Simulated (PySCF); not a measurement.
In(H)(Et)(OH) (C2H7InO), SMILES C[CH2][InH][OH]. Heavy atoms are numbered as in [InH:1]([CH2:3][CH3:4])[OH:10]. Hydrogens are named by the atom that carries them.

The structure is a stationary point at B3LYP-D3(BJ)/def2-SVP. The structure was generated by enumeration; whether it is a known compound was not checked. The def2 effective core potentials stand for the cores of In; spin–orbit coupling is left out. Other conformers were not sampled.

All values below come from PBE/def2-TZVP (PySCF).

ESP charges are fitted to the potential on shells at 1.4 to 2.0 van der Waals radii. Atomic charges (e), one atom of each kind:

| atom | Löwdin | Mulliken | ESP fit |
|---|---|---|---|
| In1 (InH) | 0.40 | 0.62 | 0.67 |
| H on In1 | -0.07 | ___ | -0.18 |
| C3 (CH2) | -0.46 | ___ | -0.29 |
| C4 (CH3) | -0.35 | -0.40 | 0.14 |
| H on C3 | 0.14 | 0.13 | 0.05 |
| H on C4 | 0.12 | 0.13 | -0.02 |
| O10 (OH) | -0.32 | ___ | -0.69 |
| H on O10 | 0.15 | ___ | 0.33 |

**Question.** What belongs in the gaps? (Estimate from the structure and the level; the computed values follow.)

**Answer.** 
- H on In1, Mulliken: -0.09
- C3 (CH2), Mulliken: -0.41
- O10 (OH), Mulliken: -0.64
- H on O10, Mulliken: 0.29
